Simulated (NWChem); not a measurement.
System: C₃H₁₀N cation; SMILES [NH+](C)(C)C

Parts of the log:

```
             Northwest Computational Chemistry Package (NWChem) 7.3.0
             --------------------------------------------------------

                             Geometry "geometry" -> ""
                             -------------------------

 Output coordinates in angstroms (scale by  1.889725989 to convert to a.u.)

  No.       Tag          Charge          X              Y              Z
 ---- ---------------- ---------- -------------- -------------- --------------
    1 C                    6.0000    -0.88855500     1.13467600    -0.10934900
    2 N                    7.0000     0.00000000     0.00000000     0.33422300
    3 C                    6.0000     1.42693600     0.20217300    -0.10934900
    4 C                    6.0000    -0.53838100    -1.33684900    -0.10934900
    5 H                    1.0000    -0.48468500     2.07107500     0.27813100
    6 H                    1.0000    -0.90332600     1.15307600    -1.20030300
    7 H                    1.0000    -1.89434100     0.96743100     0.27867600
    8 H                    1.0000     0.00000000     0.00000000     1.36044100
    9 H                    1.0000     1.78499000     1.15683200     0.27867600
   10 H                    1.0000     1.45025600     0.20576500    -1.20030300
   11 H                    1.0000     2.03594600    -0.61578800     0.27813100
   12 H                    1.0000     0.10935100    -2.12426300     0.27867600
   13 H                    1.0000    -1.55126100    -1.45528700     0.27813100
   14 H                    1.0000    -0.54693000    -1.35884100    -1.20030300

 Effective nuclear repulsion energy (a.u.)     145.7009503393

  xc_inp: hfexch multiplicative factor not found.

                                 NWChem DFT Module
                                 -----------------

 Summary of "ao basis" -> "ao basis" (spherical)
 ------------------------------------------------------------------------------
       Tag                 Description            Shells   Functions and Types
 ---------------- ------------------------------  ------  ---------------------
 C                           6-31g*                  6       14   3s2p1d
 N                           6-31g*                  6       14   3s2p1d
 H                           6-31g*                  2        2   2s

            General Information
            -------------------
          SCF calculation type: DFT
          Wavefunction type:  closed shell.
          No. of atoms     :    14
          No. of electrons :    34
           Alpha electrons :    17
            Beta electrons :    17
          Charge           :     1
          Spin multiplicity:     1
          Use of symmetry is: off; symmetry adaption is: off
          Maximum number of iterations: 150
          AO basis - number of functions:    76
                     number of shells:    44
          Convergence on energy requested:  1.00D-06
          Convergence on density requested:  1.00D-05
          Convergence on gradient requested:  5.00D-04

              XC Information
              --------------
                     Hartree-Fock (Exact) Exchange  1.000

      Superposition of Atomic Density Guess
      -------------------------------------

 Sum of atomic energies:        -172.25682608

 Renormalizing density from      35.00 to     34

      Non-variational initial energy
      ------------------------------

 Total energy =    -171.445351
 1-e energy   =    -503.796906
 2-e energy   =     186.650604
 HOMO         =      -0.721141
 LUMO         =      -0.179544

     ---------------------------------------------
      Total Density - Mulliken Population Analysis
     ---------------------------------------------

    Atom       Charge   Shell Charges
 -----------   ------   -------------------------------------------------------
    1 C    6     6.65   2.00  0.76  2.14  0.66  1.04  0.04
    2 N    7     7.61   2.00  0.82  2.52  0.77  1.45  0.05
    3 C    6     6.65   2.00  0.76  2.14  0.66  1.04  0.04
    4 C    6     6.65   2.00  0.76  2.14  0.66  1.04  0.04
    5 H    1     0.66   0.45  0.21
    6 H    1     0.68   0.45  0.22
    7 H    1     0.66   0.45  0.21
    8 H    1     0.46   0.38  0.08
    9 H    1     0.66   0.45  0.21
   10 H    1     0.68   0.45  0.22
   11 H    1     0.66   0.45  0.21
   12 H    1     0.66   0.45  0.21
   13 H    1     0.66   0.45  0.21
   14 H    1     0.68   0.45  0.22

   convergence    iter        energy       DeltaE   RMS-Dens  Diis-err
 ---------------- ----- ----------------- --------- --------- ---------
 d= 0,ls=0.0,diis     1   -173.5691388792 -3.19D+02  6.79D-03  5.68D-01
 d= 0,ls=0.0,diis     2   -173.6382920995 -6.92D-02  2.45D-03  7.63D-02
 d= 0,ls=0.0,diis     3   -173.6476358787 -9.34D-03  7.07D-04  5.60D-03
 d= 0,ls=0.0,diis     4   -173.6483711836 -7.35D-04  1.51D-04  4.42D-04
 d= 0,ls=0.0,diis     5   -173.6484232809 -5.21D-05  4.83D-05  6.43D-06
  Resetting Diis
 d= 0,ls=0.0,diis     6   -173.6484248276 -1.55D-06  8.50D-06  1.92D-07
 d= 0,ls=0.0,diis     7   -173.6484248908 -6.32D-08  1.50D-06  9.91D-09

         Total DFT energy =     -173.648424890755
      One electron energy =     -513.875161592614
           Coulomb energy =      219.994232735654
    Exchange-Corr. energy =      -25.468446373086
 Nuclear repulsion energy =      145.700950339292

 Numeric. integr. density =        0.000000000000

                       DFT Final Molecular Orbital Analysis
                       ------------------------------------

 Vector   15  Occ=2.000000D+00  E=-7.422094D-01
              MO Center= -6.2D-07,  2.3D-06, -2.5D-01, r^2= 3.1D+00
   Bfn.  Coefficient  Atom+Function         Bfn.  Coefficient  Atom+Function
  ----- ------------  ---------------      ----- ------------  ---------------
    19      0.277558   2 N  pz                5     -0.229573   1 C  pz
    33     -0.229572   3 C  pz               47     -0.229572   4 C  pz
    23      0.204841   2 N  pz               63      0.175655   8 H  s
    59      0.155539   6 H  s                67      0.155539  10 H  s
    75      0.155539  14 H  s                 9     -0.134689   1 C  pz

 Vector   16  Occ=2.000000D+00  E=-7.373879D-01
              MO Center= -2.0D-01, -1.5D-02,  7.9D-02, r^2= 3.4D+00
   Bfn.  Coefficient  Atom+Function         Bfn.  Coefficient  Atom+Function
  ----- ------------  ---------------      ----- ------------  ---------------
    17      0.291000   2 N  px               31     -0.251257   3 C  px
     3     -0.240252   1 C  px               45     -0.238813   4 C  px
    21      0.219191   2 N  px               73      0.164888  13 H  s
    61      0.163681   7 H  s                49     -0.143845   4 C  px
     7     -0.139876   1 C  px               74      0.118518  13 H  s

 Vector   17  Occ=2.000000D+00  E=-7.373879D-01
              MO Center=  2.0D-01,  1.5D-02,  7.9D-02, r^2= 3.4D+00
   Bfn.  Coefficient  Atom+Function         Bfn.  Coefficient  Atom+Function
  ----- ------------  ---------------      ----- ------------  ---------------
    18      0.291000   2 N  py               46     -0.248071   4 C  py
     4     -0.246632   1 C  py               32     -0.235620   3 C  py
    22      0.219190   2 N  py               36     -0.152536   3 C  py
    71      0.153199  12 H  s                57     -0.148597   5 H  s
    69      0.136996  11 H  s                65     -0.130305   9 H  s

[...]

                     NWChem Electrostatic Potential Fit Module
                     -----------------------------------------

 Atom parameters

 Number of atoms is                                   14
 Number of basis functions is                         76

 Grid parameters

 Maximum number of grid points is                  44956
 Number of grid points is                          44955
 Grid range                                     0.300000 nm
 Grid spacing                                   0.020000 nm
 Probe radius                                   0.070000 nm
 Atom radius factor                             1.000000

 Atomic radii

    1    0.100000
    6    0.147000
    7    0.140000
 FASTESP  F
  using M.O. file = ./job.movecs

    Atom              Coordinates                           Charge

                                                  ESP

    1 C    -0.088856    0.113468   -0.010935   -0.226555
    2 N     0.000000    0.000000    0.033422    0.336144
    3 C     0.142694    0.020217   -0.010935   -0.213763
    4 C    -0.053838   -0.133685   -0.010935   -0.220386
    5 H    -0.048469    0.207108    0.027813    0.126540
    6 H    -0.090333    0.115308   -0.120030    0.132424
    7 H    -0.189434    0.096743    0.027868    0.125778
    8 H     0.000000    0.000000    0.136044    0.185887
    9 H     0.178499    0.115683    0.027868    0.122606
   10 H     0.145026    0.020577   -0.120030    0.129029
   11 H     0.203595   -0.061579    0.027813    0.122380
   12 H     0.010935   -0.212426    0.027868    0.125052
   13 H    -0.155126   -0.145529    0.027813    0.124495
   14 H    -0.054693   -0.135884   -0.120030    0.130371
                                            ------------
                                                1.000000

 Dipole moment                                  0.307093

 Quadrupole moment Qxx                          1.509843
                   Qyy                          1.576689
                   Qzz                         -3.086532

 RMS deviation kJ/mol                           0.041568

 RRMS %                                         2.236854
```

Level: Hartree-Fock/6-31G* (spherical d). Geometry: optimised at B3LYP/6-31G* (spherical d).

**Question.** Reconstruct the input file.

**Answer.** Several could match; the one computed here: the input that was run:
```
start job
memory heap 200 mb stack 900 mb global 1100 mb
charge 1
geometry units angstroms noautosym nocenter noautoz
  C     -0.888555     1.134676    -0.109349
  N      0.000000     0.000000     0.334223
  C      1.426936     0.202173    -0.109349
  C     -0.538381    -1.336849    -0.109349
  H     -0.484685     2.071075     0.278131
  H     -0.903326     1.153076    -1.200303
  H     -1.894341     0.967431     0.278676
  H      0.000000     0.000000     1.360441
  H      1.784990     1.156832     0.278676
  H      1.450256     0.205765    -1.200303
  H      2.035946    -0.615788     0.278131
  H      0.109351    -2.124263     0.278676
  H     -1.551261    -1.455287     0.278131
  H     -0.546930    -1.358841    -1.200303
end
basis spherical
  * library 6-31g*
end
dft
  xc hfexch
  iterations 150
  mulliken
end
task dft energy
esp
  recalculate
  probe 0.07
  range 0.3
  factor 1.0
  spacing 0.02
end
task esp
```
